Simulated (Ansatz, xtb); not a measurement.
**Two isomers of BCl2HSi**

Structure a: `[SiH]B(Cl)Cl`, a singlet. Structure b: `ClB[Si]Cl`, a triplet. Both are isolated molecules in the gas phase, relaxed with B3LYP-D3(BJ)/6-311G**; the shapes shown needn't be the lowest conformers.

a (Å):

```xyz
5

B    -0.3965    1.7069   -0.0452
Cl   -0.4244   -0.0602   -0.1148
Cl    0.9355    2.5696   -0.8256
Si   -1.9077    2.7209    0.8189
H    -1.1336    2.6761    2.1345
```

b (Å):

```xyz
5

B    -0.3093    1.2816   -2.2461
Cl    0.8340    1.6781   -3.5170
Cl   -1.0841   -1.6201   -3.9839
Si   -1.3690   -0.3766   -2.3419
H    -0.4680    1.9929   -1.3130
```

Problem. Estimate E(b) − E(a) at the level CCSD(T)/def2-TZVP.

Solution. Calculated at CCSD(T)/def2-TZVP: E(b) − E(a) = +9.1 kcal/mol, so structure a lies lower.

How the difference moves with the method:

```tsv
level	geometry	E(b) − E(a) (kcal/mol)	departure from the last row (kcal/mol)	job, with rough time for the two
HF/STO-3G	GFN2-xTB	−13.3	−22.4	single point, 0.48 s
r2SCAN-D4/def2-SVP	GFN2-xTB	−2.9	−12.0	single point, 3.2 s
B3LYP-D3(BJ)/6-311G**	B3LYP-D3(BJ)/6-311G**	+9.0	−0.1	optimisation, 52 s
HF/def2-TZVP	B3LYP-D3(BJ)/6-311G**	−3.9	−13.0	part of the CCSD(T) run
MP2/def2-TZVP	B3LYP-D3(BJ)/6-311G**	+7.7	−1.4	part of the CCSD(T) run
CCSD(T)/def2-TZVP	B3LYP-D3(BJ)/6-311G**	+9.1		single point, 63 s
```

As drawn, b has 1 Cl–Si, 1 B–H in place of 1 B–Cl, 1 Si–H.

HF/STO-3G, r2SCAN-D4/def2-SVP, HF/def2-TZVP put the two in the other order. The largest departure from CCSD(T)/def2-TZVP is that of HF/STO-3G, 22.4 kcal/mol. At CCSD(T)/def2-TZVP a singlet with the links of b lies below this triplet.

With harmonic frequencies from B3LYP-D3(BJ)/6-311G** (ideal gas, rigid rotor, one conformer each, 298.15 K, 1 atm): on the last row, ΔE + ΔZPE = +10.7, ΔH = +10.5, ΔG = +10.2 kcal/mol.

Open shells are spin-unrestricted. The correlated steps freeze 16 core orbitals. ΔG holds the spin degeneracy. Programs: Ansatz 0.2.0, xtb 6.7.1; the last row on 2 threads of Intel(R) Xeon(R) Platinum 8259CL CPU @ 2.50GHz (Skylake/Cascade Lake) on a shared host.
